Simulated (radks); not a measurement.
Values are calculated unless marked as measured or tabulated.
Trend from Mg2+ to Ar2+: ionisation energy by Delta-SCF between NIST ground configurations, and size. Code: a radial shooting solver on a logarithmic mesh with Libxc functionals. Model: scalar-relativistic Kohn-Sham, PBE, spin-polarised, spherical densities, point nucleus; open shells are filled with parallel spins first.

| species | configuration | IE (eV) | NIST (eV) | kind | -e(HOMO) (eV) | outermost | <r> outermost (bohr) |
|---|---|---|---|---|---|---|---|
| Mg2+ | [Ne] | 80.483 | 80.144 | exp. | 66.705 (2p) | 2s | 0.695 |
| Al2+ | [Ne] 3s1 | 28.875 | 28.448 | exp. | 24.484 (3s) | 3s | 2.19 |
| Si2+ | [Ne] 3s2 | 33.451 | 33.493 | exp. | 28.536 (3s) | 3s | 1.95 |
| P2+ | [Ne] 3s2 3p1 | 30.082 | 30.203 | exp. | 24.868 (3p) | 3p | 1.96 |
| S2+ | [Ne] 3s2 3p2 | 34.937 | 34.86 | semi-emp. | 29.006 (3p) | 3p | 1.75 |
| Cl2+ | [Ne] 3s2 3p3 | 39.642 | 39.8 | semi-emp. | 33.089 (3p) | 3p | 1.59 |
| Ar2+ | [Ne] 3s2 3p4 | 40.494 | 40.74 | semi-emp. | 33.982 (3p) | 3p | 1.48 |

Reference values: NIST Atomic Spectra Database (exp. = measured, semi-emp. = semi-empirical, theory = theoretical value adopted there). Open shells are spherical and high-spin; term and fine-structure splittings are not resolved.
